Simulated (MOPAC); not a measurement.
Job for MOPAC: PM6 on BBr2HO (SMILES OB(Br)Br), a point of a torsion scan.

```
PM6 1SCF PRECISE CHARGE=0 THREADS=1
BBr2HO

O     -0.82611117 1    -0.63731413 1     0.27233412 1
B      0.28105448 1     0.06339098 1     0.10328820 1
Br     1.91872924 1    -0.73967491 1     0.57366443 1
Br     0.28990049 1     1.78762678 1    -0.70584938 1
H     -1.62108530 1    -0.54684761 1    -0.25224200 1
```

It printed:

```
*******************************************************************************
 **                                                                           **
 **                              MOPAC v23.2.5                                **
 **                                                                           **
 *******************************************************************************
 ** MOPAC's Digital Object Identifier: https://doi.org/10.5281/zenodo.6511958 **
 **                                                                           **
 ** Please cite the open-source release paper for use of this MOPAC version:  **
 ** J. E. Moussa and J. J. P. Stewart (2026)                                  **
 ** MOPAC: An open-source semiempirical molecular orbital program             **
 ** J. Open Source Softw., 11(119), 8025, https://doi.org/10.21105/joss.08025 **
 *******************************************************************************

                              PM6 CALCULATION RESULTS

 *******************************************************************************
 *  PM6        - The PM6 Hamiltonian to be used
 *
 *
 *
 *                 CHARGE ON SYSTEM = 0
 *
 *
 *
 *  PRECISE    - TIGHTER CRITERIA TO BE USED
 *  1SCF       - DO 1 SCF AND THEN STOP
 *  THREADS=1  - MULTI-THREADING NOT USED
 *  T=         - A TIME OF 172800.0 SECONDS REQUESTED
 *  DUMP=N     - RESTART FILE WRITTEN EVERY 7200.0 SECONDS REQUESTED
 *******************************************************************************
PM6 1SCF PRECISE CHARGE=0 THREADS=1
 BBr2HO

   ATOM   CHEMICAL          X               Y               Z
  NUMBER   SYMBOL      (ANGSTROMS)     (ANGSTROMS)     (ANGSTROMS)

     1       O         -0.82611117  *  -0.63731413  *   0.27233412  *
     2       B          0.28105448  *   0.06339098  *   0.10328820  *
     3      Br          1.91872924  *  -0.73967491  *   0.57366443  *
     4      Br          0.28990049  *   1.78762678  *  -0.70584938  *
     5       H         -1.62108530  *  -0.54684761  *  -0.25224200  *



          CARTESIAN COORDINATES

    NO.       ATOM           X           Y           Z

     1         O         -0.8261     -0.6373      0.2723
     2         B          0.2811      0.0634      0.1033
     3        Br          1.9187     -0.7397      0.5737
     4        Br          0.2899      1.7876     -0.7058
     5         H         -1.6211     -0.5468     -0.2522

 General Reference for PM6:
 "Optimization of Parameters for Semiempirical Methods V: Modification of NDDO Approximations
 and Application to 70 Elements", J. J. P. Stewart, J. Mol. Mod., 13, 1173-1213 (2007)
 URL: https://link.springer.com/article/10.1007/s00894-007-0233-4

           Empirical Formula: H O B Br2  =     5 atoms



      MOLECULAR POINT GROUP   :   C1


      RHF CALCULATION, NO. OF DOUBLY OCCUPIED LEVELS = 12


 -------------------------------------------------------------------------------
 PM6 1SCF PRECISE CHARGE=0 THREADS=1
 BBr2HO



     1SCF WAS SPECIFIED, SO BFGS WAS NOT USED
     SCF FIELD WAS ACHIEVED


                              PM6 CALCULATION
                                                       MOPAC v23.2.5 Linux




          FINAL HEAT OF FORMATION =       -110.95229 KCAL/MOL =    -464.22440 KJ/MOL


          COSMO AREA              =        116.61 SQUARE ANGSTROMS
          COSMO VOLUME            =        103.87 CUBIC ANGSTROMS

          IONIZATION POTENTIAL    =         10.513482 EV
          HOMO LUMO ENERGIES (EV) =        -10.513 -1.785
          NO. OF FILLED LEVELS    =         12
          MOLECULAR WEIGHT        =        187.6253         POINT GROUP:  C1

          MOLECULAR DIMENSIONS (Angstroms)

            Atom       Atom       Distance
            H     5   Br     3     3.64000
           Br     4    O     1     2.74638
           Br     4    H     5     0.27778


          SCF CALCULATIONS        =          1





   ATOM   CHEMICAL          X               Y               Z
  NUMBER   SYMBOL      (ANGSTROMS)     (ANGSTROMS)     (ANGSTROMS)

     1       O         -0.82611117  *  -0.63731413  *   0.27233412  *
     2       B          0.28105448  *   0.06339098  *   0.10328820  *
     3      Br          1.91872924  *  -0.73967491  *   0.57366443  *
     4      Br          0.28990049  *   1.78762678  *  -0.70584938  *
     5       H         -1.62108530  *  -0.54684761  *  -0.25224200  *

                             CARTESIAN COORDINATES

   1    O       -0.826111170    -0.637314130     0.272334120
   2    B        0.281054480     0.063390980     0.103288200
   3   Br        1.918729240    -0.739674910     0.573664430
   4   Br        0.289900490     1.787626780    -0.705849380
   5    H       -1.621085300    -0.546847610    -0.252242000


           Empirical Formula: H O B Br2  =     5 atoms



      MOLECULAR POINT GROUP   :   C1


                  EIGENVALUES
 -32.01752 -27.63634 -27.37047 -21.90020 -17.26556 -15.54910 -15.14992 -11.98316
 -11.64610 -11.45568 -11.00095 -10.51348  -1.78496  -0.41369   0.52782   2.10123
   4.35943 111.56418 111.58773 111.81726 113.18799 113.19163 114.16331 114.20237
 115.26852 115.61250 115.66118


              NET ATOMIC CHARGES AND DIPOLE CONTRIBUTIONS

  ATOM NO.   TYPE          CHARGE      No. of ELECS.   s-Pop       p-Pop       d-Pop
    1          O          -0.477774        6.4778     1.66481     4.81297
    2          B           0.445815        2.5542     0.91744     1.63675
    3         Br          -0.136226        7.1362     1.97531     5.15598     0.00494
    4         Br          -0.200055        7.2001     1.97750     5.21772     0.00484
    5          H           0.368239        0.6318     0.63176
 DIPOLE           X         Y         Z       TOTAL
 POINT-CHG.    -1.904    -0.603    -0.547     2.070
 HYBRID        -0.155     0.136    -0.146     0.253
 SUM           -2.059    -0.467    -0.693     2.222


          ATOMIC ORBITAL ELECTRON POPULATIONS

     Atom    s        px        py        pz      x^2-y^2     xz        z^2       yz        xy
    1  O   1.66481   1.38599   1.75303   1.67395
    2  B   0.91744   0.63936   0.58528   0.41211
    3 Br   1.97531   1.43005   1.83758   1.88835   0.00158   0.00087   0.00064   0.00042   0.00142
    4 Br   1.97750   1.97526   1.43270   1.80976   0.00127   0.00029   0.00055   0.00141   0.00132
    5  H   0.63176

 **********************
 *                    *
 * JOB ENDED NORMALLY *
 *                    *
 **********************




 == MOPAC DONE ==
```

The run finished.

Cost: roughly 0.05 core-seconds.
